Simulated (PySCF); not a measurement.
Sn(H)(OH)2(NH2), SMILES [NH2][SnH]([OH])[OH], PBE0/def2-SVP optimised geometry.

```
9

Sn    -0.07    -0.16     0.00
N     -1.03    -1.12    -1.51
O     -0.86    -1.00     1.62
O     -0.61     1.74     0.00
H      1.63    -0.16     0.00
H     -0.41    -1.53    -2.21
H     -1.63    -1.86    -1.15
H     -0.93    -0.37     2.35
H     -1.47     1.86    -0.42
```

Density from PBE0/def2-TZVP, def2 effective core potentials past Kr (PySCF) at that geometry. The core electrons that the potentials of Sn replace are not part of the density.

Minimum of the electron density along straight lines between bonded atoms, close to the bond critical point (lines longer than 1.1 times the sum of covalent radii, or with two minima, are not listed):

```
bond    length / Å  ρ at the minimum / e bohr⁻³  ∇²ρ there / e bohr⁻⁵  position (fraction from the first atom)
------  ----------  ---------------------------  --------------------  ---------------------------------------
Sn1–N2       2.023                        0.120                  0.33                                     0.51
Sn1–O3       1.983                        0.118                  0.46                                     0.51
Sn1–O4       1.980                        0.119                  0.46                                     0.51
Sn1–H5       1.708                        0.115                  0.06                                     0.63
N2–H6        1.017                        0.330                 -1.55                                     0.73
N2–H7        1.019                        0.328                 -1.57                                     0.74
O3–H8        0.964                        0.355                 -2.36                                     0.80
O4–H9        0.965                        0.355                 -2.36                                     0.80
```
